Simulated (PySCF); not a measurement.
CAlCl2F3, SMILES F[C](F)(F)[Al]([Cl])[Cl]. Heavy atoms are numbered as in [Al:1]([C:2]([F:3])([F:4])[F:5])([Cl:6])[Cl:7].

Geometry: PBE0-D3(BJ)/def2-SVP. The structure was generated by enumeration; whether it is a known compound was not checked.

Level of theory: M06-2X/def2-TZVP (PySCF).

ESP charges are fitted to the potential on shells at 1.4 to 2.0 van der Waals radii. Atomic charges (e), one atom of each kind:

| atom | ESP fit | Mulliken |
|---|---|---|
| Al1 | (withheld) | 0.57 |
| C2 | (withheld) | 0.31 |
| F3 | (withheld) | -0.17 |
| Cl6 | (withheld) | -0.17 |

Problem. Fill in the missing entries. (An estimate is asked for; the answer gives what the named calculation found.)

Solution. 
- Al1, ESP fit: 0.55
- C2, ESP fit: 0.43
- F3, ESP fit: -0.20
- Cl6, ESP fit: -0.19
